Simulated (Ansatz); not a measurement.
Cost and result for the atomization energy of C₂H₉BOSi, SMILES `BOC[SiH2]C` (14 atoms, 13 bonds).

Cartesian coordinates in Å:
```
B -0.753 -2.378 -0.663
O -0.587 -1.062 -0.846
C 0.691 -0.434 -0.760
Si 0.736 0.740 0.726
C -0.640 1.996 0.618
H 0.197 -3.084 -0.445
H -1.872 -2.795 -0.730
H 1.484 -1.188 -0.688
H 0.851 0.125 -1.688
H 2.073 1.399 0.731
H 0.604 -0.079 1.963
H -0.522 2.629 -0.265
H -0.655 2.640 1.499
H -1.606 1.490 0.547
```

Total charge 0; spin multiplicity 1. All single points use the PBE0-D4/def2-TZVP geometry. It is one conformer, not always the lowest. Program: Ansatz. All runs use 4 threads of a server CPU on a shared host. Times are those of one run each, without the atoms' runs, and a repeat can differ threefold. Electronic energies, without spin–orbit coupling; frozen cores. CCSD(T)/CBS adds CCSD(T) − MP2 in def2-TZVPP to the MP2 limit, and its time is that of the two runs behind it. T1 = 0.013. B3LYP takes the VWN-RPA correlation (the form of Gaussian; ORCA's B3LYP/G).

CCSD(T)/CBS is a level of theory with its own doubt, some kJ/mol a heavy atom from the limit and from the frozen cores, so smaller differences don't rank the functionals.

```
                             level  functions  atomization (kcal/mol)  difference from CCSD(T)/CBS  per bond
                BLYP-D4/def2-TZVPP        292                  1225.7                         -3.1      -0.2
                CCSD(T)/def2-TZVPP        292                  1201.5                        -27.3      -2.1
                ωB97X-V/def2-TZVPP        292                  1233.9                          5.1       0.4
                    MP2/def2-QZVPP        568                  1228.7                         -0.1       0.0
  ωB97M-V/def2-TZVPP (with forces)        292                  1234.5                          5.7       0.4
                 B97M-V/def2-TZVPP        292                  1232.8                          4.0       0.3
             r2SCANh-D4/def2-TZVPP        292                  1228.1                         -0.7      -0.1
r2SCAN-D4/def2-TZVPP (with forces)        292                  1233.5                          4.7       0.4
 B3LYP-D4/def2-TZVPP (with forces)        292                  1232.7                          3.9       0.3
            LDA (SPW92)/def2-TZVPP        292                  1385.3                        156.5      12.0
                 CCSD(T)/CBS(def2)          –                  1228.8                          0.0       0.0
               PBE-QIDH/def2-TZVPP        292                  1222.3                         -6.5      -0.5
                  CCSD(T)/def2-SVP        119                  1171.9                        -56.9      -4.4
```

**Question.** Order the runs by time, with rough figures. (Estimate.)

**Answer.** Computed: LDA (SPW92)/def2-TZVPP 1.6 s; BLYP-D4/def2-TZVPP 2.8 s; r2SCAN-D4/def2-TZVPP (with forces) 6 s; r2SCANh-D4/def2-TZVPP 6 s; B3LYP-D4/def2-TZVPP (with forces) 6.5 s; PBE-QIDH/def2-TZVPP 7.5 s; CCSD(T)/def2-SVP 8.5 s; ωB97X-V/def2-TZVPP 9.5 s; B97M-V/def2-TZVPP 12 s; ωB97M-V/def2-TZVPP (with forces) 15 s; MP2/def2-QZVPP 35 s; CCSD(T)/def2-TZVPP 4.8 min; CCSD(T)/CBS(def2) 5.4 min.

In def2-TZVPP, CCSD(T) changes the Hartree–Fock value by +267.4 kcal/mol (the triples alone add +13.7 kcal/mol) and MP2 by +278.4 kcal/mol; breaking electron pairs costs correlation energy, which Hartree–Fock lacks. From PBE to PBE0 (25 % exact exchange), in def2-TZVPP and without D4, the atomization energy moves by −12.7 kcal/mol: exact exchange takes away binding that semilocal exchange gives to molecules. Leaving LDA and LC-ωPBE aside and taking each functional with its dispersion term where it has one, the values, not all of them listed here, spread over 35.2 kcal/mol, from BHLYP-D4 to PBE-D4. LDA lies +149.0 kcal/mol from PBE without D4, its usual overbinding.
